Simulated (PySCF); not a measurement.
C7H9PS.
Numbering: `[CH3:1][CH2:2]/[CH:3]=[P:4]/[c:5]1[cH:6][cH:7][s:8][cH:9]1` (hydrogens: H10, H11, H12 on C1; H13, H14 on C2; H15 on C3; H16 on C6; H17 on C7; H18 on C9)

Cartesian coordinates in Å at the PBE0-D3(BJ)/def2-SVP level; atoms count from 1:
```
atom  x, y, z in Å
C1     3.310   -0.631    0.138
C2     2.592    0.599   -0.390
C3     1.100    0.584   -0.294
P4     0.193   -0.682    0.330
C5    -1.518   -0.105    0.070
C6    -2.572   -0.421    0.988
C7    -3.789    0.062    0.593
S8    -3.681    0.884   -0.912
C9    -1.995    0.595   -1.018
H10    4.399   -0.530    0.022
H11    2.993   -1.539   -0.399
H12    3.096   -0.791    1.206
H13    2.958    1.505    0.130
H14    2.862    0.768   -1.450
H15    0.598    1.490   -0.659
H16   -2.419   -0.979    1.914
H17   -4.746   -0.021    1.106
H18   -1.436    0.931   -1.891
```

Computed, not measured: PBE0-D3(BJ)/def2-SVP geometry optimisation, gas phase (PySCF 2.14.0).

Masses are those of the commonest isotopes; rigid-rotor values at the optimised geometry. The values belong to one conformer with, in the numbering `[CH3:1][CH2:2]/[CH:3]=[P:4]/[c:5]1[cH:6][cH:7][s:8][cH:9]1`, C1–C2–C3–P4 -1°, C3–P4–C5–C6 -146°.

What are A, B and C (MHz)?

Ia = 127.32, Ib = 978.31, Ic = 1079.15 u·Å²; 505379 MHz·u·Å²/I gives A = 3969, B = 516.6, C = 468.3 MHz.

What kind of rotor is it?

A near-prolate asymmetric top. Ray's parameter κ = (2B − A − C)/(A − C) = -0.972; −1 is the prolate and +1 the oblate limit.

What does the inertial defect say?

Not planar: Δ = Ic − Ia − Ib = -26.48 u·Å². For a rigid frame Δ = −2 Σ m c², so Σ m c² = 13.24 u·Å² lies off the ab plane: 5.11 from hydrogen and 8.13 from heavier atoms. The atom farthest from that plane is 1.39 Å away.

Give the other two planar moments, Paa and Pbb, and the rms extents of the mass along the axes.

Paa = Σ m a² = (Ib + Ic − Ia)/2 = 965.07 and Pbb = Σ m b² = (Ia + Ic − Ib)/2 = 114.08 u·Å². With the mass M = 156.02 u, the rms extents √(P/M) along a, b and c are 2.49, 0.86, 0.29 Å.

List the rotational levels J(Ka,Kc) to J = 3 (MHz).

Above 0(0,0):
J = 1: 1(0,1) 985, 1(1,1) 4438, 1(1,0) 4486
J = 2: 2(0,2) 2954, 2(1,2) 6359, 2(1,1) 6504, 2(2,1) 16863, 2(2,0) 16863
J = 3: 3(0,3) 5907, 3(1,3) 9241, 3(1,2) 9531, 3(2,2) 19817, 3(2,1) 19820, 3(3,1) 37203, 3(3,0) 37203
Those of J = 1 are B + C, A + C and A + B.

Which types of transition are allowed, and where do some lines up to J = 4 fall?

The dipole components are |μa| = 0.18 D, |μb| = 0.92 D, |μc| = 0.52 D. Intensities carry the squares of the components, which stand as 0.04 : 1.00 : 0.32 (a : b : c). Some lines, for components of 0.1 D or more:

| type | branch | J(Ka,Kc) | MHz | lower level (cm⁻¹) |
| --- | --- | --- | --- | --- |
| c | Q | 4(1,4) ← 4(0,4) | 3242 | 0.328 |
| c | Q | 1(1,1) ← 1(0,1) | 3453 | 0.033 |
| a | R | 4(1,4) ← 3(1,3) | 3842 | 0.308 |
| a | R | 4(2,3) ← 3(2,2) | 3939 | 0.661 |
| c | R | 3(1,2) ← 2(0,2) | 6577 | 0.099 |
| b | Q | 2(2,1) ← 2(1,2) | 10503 | 0.212 |
| c | Q | 4(3,2) ← 4(2,2) | 17379 | 0.793 |
| c | R | 4(3,2) ← 3(2,2) | 21326 | 0.661 |
| b | Q | 4(4,0) ← 4(3,1) | 24338 | 1.372 |
| c | R | 4(4,1) ← 3(3,1) | 28279 | 1.241 |

Estimate the classical rotational partition function at 50 K, 100 K and 500 K.

Point group C1, symmetry number σ = 1; q = (√π/σ)·√((kT/h)³/(ABC)), k/h = 20836.6 MHz/K: 60800 at 50 K, 172000 at 100 K, 1920000 at 500 K.

Whether it is a minimum is left open (no frequencies). Zero-point vibration and centrifugal distortion are left out. A rigid rotor knows nothing of internal rotation, which can split or shift real lines.

On an Intel Xeon 6975P-C with one thread, on a shared host, this took 64 s and 0.78 GiB of memory at its peak. That covers the optimisation of the geometry.
